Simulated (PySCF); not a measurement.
Compound: C6H7ClGeO.
SMILES with atom numbers: `[Cl:1][c:2]1[cH:3][cH:4][c:5]([O:6][GeH3:7])[cH:8][cH:9]1` (hydrogens: H10 on C3; H11 on C4; H12, H13, H14 on Ge7; H15 on C8; H16 on C9)

Geometry (PBE0-D3(BJ)/def2-SVP, Å), atoms numbered from 1 in this order:
```
atom  x, y, z in Å
Cl1   -5.084   -0.685   -0.155
C2    -3.416   -0.212   -0.138
C3    -2.420   -1.184   -0.156
C4    -1.080   -0.801   -0.143
C5    -0.724    0.553   -0.110
O6     0.547    0.992   -0.096
Ge7    2.020   -0.046   -0.104
C8    -1.741    1.518   -0.091
C9    -3.077    1.142   -0.105
H10   -2.693   -2.240   -0.182
H11   -0.310   -1.577   -0.158
H12    2.023   -0.892   -1.389
H13    3.150    0.984   -0.075
H14    2.001   -0.939    1.149
H15   -1.454    2.571   -0.066
H16   -3.866    1.896   -0.090
```

Theory: PBE0-D3(BJ)/def2-SVP geometry optimisation, gas phase in PySCF 2.14.0.

Take the most abundant isotopes and a rigid rotor. The values belong to one conformer with, in the numbering `[Cl:1][c:2]1[cH:3][cH:4][c:5]([O:6][GeH3:7])[cH:8][cH:9]1`, C4–C5–O6–Ge7 0°.

Give the principal moments of inertia and the rotational constants in cm⁻¹.

Ia = 121.77, Ib = 1501.02, Ic = 1616.29 u·Å²; 505379 MHz·u·Å²/I gives 4150, 336.7 and 312.7 MHz, that is A = 0.13844, B = 0.01123, C = 0.01043 cm⁻¹.

What kind of rotor is it?

A near-prolate asymmetric top. Ray's parameter κ = (2B − A − C)/(A − C) = -0.987; −1 is the prolate and +1 the oblate limit.

Is it planar, by Δ = Ic − Ia − Ib?

Not planar: Δ = Ic − Ia − Ib = -6.50 u·Å². For a rigid frame Δ = −2 Σ m c², so Σ m c² = 3.25 u·Å² lies off the ab plane, practically all of it from hydrogen. The atom farthest from that plane is 1.27 Å away.

Give the other two planar moments, Paa and Pbb, and the rms extents of the mass along the axes.

Paa = Σ m a² = (Ib + Ic − Ia)/2 = 1497.77 and Pbb = Σ m b² = (Ia + Ic − Ib)/2 = 118.52 u·Å². With the mass M = 203.94 u, the rms extents √(P/M) along a, b and c are 2.71, 0.76, 0.13 Å.

Where do the levels up to J = 2 lie, in cm⁻¹?

Above 0(0,0):
J = 1: 1(0,1) 0.0217, 1(1,1) 0.1489, 1(1,0) 0.1497
J = 2: 2(0,2) 0.0650, 2(1,2) 0.1914, 2(1,1) 0.1938, 2(2,1) 0.5754, 2(2,0) 0.5754

Which lines would a microwave search look for?

The dipole components are |μa| = 2.93 D, |μb| = 0.79 D, |μc| = 0.00 D; the mirror of this Cs structure is the ab plane, so μc vanishes by symmetry (the 0.01 D computed is a residue) and there are no c-type lines. The squared components, which scale the intensities, stand as 1.00 : 0.07 (a : b). Some lines, for components of 0.1 D or more:

```csv
type,branch,"J(Ka,Kc)",MHz,lower level (cm⁻¹)
a,R,"1(0,1) ← 0(0,0)",649,0.000
a,R,"3(1,3) ← 2(1,2)",1912,0.191
a,R,"3(0,3) ← 2(0,2)",1948,0.065
a,R,"4(0,4) ← 3(0,3)",2596,0.130
a,R,"4(2,3) ← 3(2,2)",2597,0.640
a,R,"4(2,2) ← 3(2,1)",2599,0.640
a,R,"5(0,5) ← 4(0,4)",3245,0.217
a,R,"5(4,2) ← 4(4,1)",3247,2.258
b,Q,"3(1,2) ← 3(0,3)",3898,0.130
b,Q,"5(1,4) ← 5(0,5)",4009,0.325
b,R,"2(1,2) ← 1(0,1)",5088,0.022
b,R,"3(1,3) ← 2(0,2)",5702,0.065
b,Q,"5(2,3) ← 5(1,4)",11301,0.459
b,Q,"2(2,1) ← 2(1,2)",11513,0.191
b,R,"2(2,0) ← 1(1,1)",12788,0.149
b,R,"3(2,2) ← 2(1,1)",13389,0.194
b,Q,"4(3,1) ← 4(2,2)",19127,0.727
b,Q,"3(3,0) ← 3(2,1)",19128,0.640
b,R,"3(3,0) ← 2(2,1)",21077,0.575
b,R,"4(3,2) ← 3(2,1)",21726,0.640
b,R,"5(3,3) ← 4(2,2)",22375,0.727
b,Q,"5(4,1) ← 5(3,2)",26780,1.473
b,Q,"4(4,0) ← 4(3,1)",26780,1.365
b,R,"4(4,1) ← 3(3,0)",29378,1.278
b,R,"4(4,0) ← 3(3,1)",29378,1.278
b,R,"5(4,2) ← 4(3,1)",30027,1.365
b,R,"5(4,1) ← 4(3,2)",30027,1.365
```

Estimate the classical rotational partition function at 10 K, 25 K and 200 K.

Point group Cs, symmetry number σ = 1; q = (√π/σ)·√((kT/h)³/(ABC)), k/h = 20836.6 MHz/K: 8070 at 10 K, 31900 at 25 K, 721000 at 200 K.

Stationary, but not proved a minimum. These are rigid-rotor constants of the computed structure; measured ground-state constants (B0) also hold zero-point vibration. A rigid rotor knows nothing of internal rotation, which can split or shift real lines. Quadrupole hyperfine structure (35Cl) is left out.

Time: 97 s of wall time. Hardware: x86-64 server, one thread, shared host. That covers the optimisation of the geometry.
